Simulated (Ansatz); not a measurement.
`B[TeH]` + `BS[SiH2]C` → `BSB` + `C[SiH2][TeH]`  (redistribution)

Calculated with Ansatz (gas phase, PBE0-D4/def2-TZVP geometries, no zero-point term in ΔE). CBS: MP2 limit from def2 TZ/QZ plus the TZ coupled-cluster correction, frozen cores. DFT in def2-TZVPP. def2 core potentials past Kr. For Te outer-core shells are correlated without core-valence functions, which leaves a few kJ/mol of doubt a bond. Each species was taken in one conformer, which may not be the lowest.

CCSD(T)/CBS gives +2.8 kJ/mol.

Q: Another level gave +3.7 kJ/mol. Which?
A. HF/def2-TZVPP
B. BHLYP/def2-TZVPP
C. RPA@PBE/def2-TZVPP
D. MP2/def2-TZVPP

A: D. MP2/def2-TZVPP 3.7, HF/def2-TZVPP -8.5, BHLYP -2.5, RPA@PBE/def2-TZVPP 10.1 kJ/mol.

Largest T1 diagnostic among the species: 0.015.

From BLYP to BHLYP (50 % exact exchange), in def2-TZVPP and without D4, ΔE moves by −6.9 kJ/mol. Leaving LDA and LC-ωPBE aside and taking each functional with its dispersion term where it has one, the values, not all of them listed here, spread over 10.8 kJ/mol, from BHLYP-D4 to B97M-V. In def2-TZVPP, CCSD(T) changes the Hartree–Fock value by +15.1 kJ/mol (the triples alone add +2.9 kJ/mol) and MP2 by +12.2 kJ/mol.
